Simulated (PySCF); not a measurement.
## Fractional electron number in Ru⁻ (ruthenium, charge -1)

The 5s beta orbital of [Kr] 4d7 5s2 is emptied in steps (occupation f), with all orbitals relaxed, ending at [Kr] 4d7 5s1. Calculation: PySCF 2.14, in aug-cc-pVDZ-PP with ECP28MDF; scalar relativity through the core potential. The exact energy is a straight line in f; departures are measured from the line between the end points of the same method.

```csv
f,PBE0 (eV),r2SCAN (eV),LC-wPBE (eV)
1,0.000,0.000,0.000
0.9,-0.128,-0.162,0.021
0.7,-0.306,-0.388,0.045
0.5,-0.373,-0.472,0.049
0.3,-0.320,-0.402,0.038
0.1,-0.140,-0.171,0.015
0,0.000,0.000,0.000
```

Task: For r2SCAN, how does the orbital energy at f = 1 compare with the removal energy?

Result: −ε = -0.925 eV against a total-energy difference of 0.861 eV. By Janak's theorem ε = ∂E/∂f, so the gap between them reflects the curvature. Along the path −ε is -0.600 (f = 0.9), 0.074 (f = 0.7), 0.817 (f = 0.5), 1.613 (f = 0.3), 2.403 (f = 0.1) eV.

```csv
method,E(f=0) − E(f=1) (eV),−ε at f=1 (eV),−ε at f=0.5 (eV)
PBE0,0.774,-0.627,0.730
r2SCAN,0.861,-0.925,0.817
LC-wPBE,0.456,0.709,0.434
```

At f = 1 the orbital energy is positive for PBE0, r2SCAN: only the finite basis holds the electron.

Reference removal energy between the ground levels: 1.046 eV (measured; photodetachment measurements, as compiled on the Wikipedia data page of electron affinities). The calculation has no spin-orbit coupling.
